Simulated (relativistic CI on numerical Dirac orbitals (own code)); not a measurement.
**Pr3+: 4d photoemission**

Computed with this model: Dirac-Coulomb-Breit CI, separate exchange-only KLI orbitals for each configuration, model QED (radiative potential, 1s self-energy scaled to tabulated hydrogen-like ionisation energies), multiplet model of photoemission in the sudden approximation, unscaled Slater integrals; configurations [Xe] 4f2 → [Kr] 4d9 4f2 5s2 5p6; 80 K; Lorentzian 0.7 eV and Gaussian 0.6 eV FWHM. Energies are those of the free ion, without screening or charge transfer. The energies are binding energies and can lie tens of eV above those of solids. S is read from ⟨S²⟩ = S(S + 1).

free ion: ground-state S = 0.98, centroid 152.01 eV. Peaks (eV, height): 145.1 (31), 148.3 (100), 149.3 (90), 151.4 (73), 152.8 (42), 154.3 (45), 155.9 (24), 175.5 (15), 184.0 (10).

Strongest unbroadened transitions for free ion:

| Energy (eV) | Relative strength |
| --- | --- |
| 144.96 | 24.9 |
| 145.12 | 19.4 |
| 147.50 | 15.7 |
| 147.66 | 14.7 |
| 147.96 | 17.1 |
| 148.20 | 100.0 |
| 148.63 | 18.0 |
| 148.78 | 14.4 |
| 149.12 | 45.4 |
| 149.49 | 56.1 |
| 149.69 | 22.7 |
| 151.03 | 23.4 |
| 151.43 | 40.7 |
| 151.56 | 40.6 |
| 152.84 | 33.4 |
| 154.29 | 50.1 |
| 175.52 | 25.3 |
| 183.97 | 16.1 |
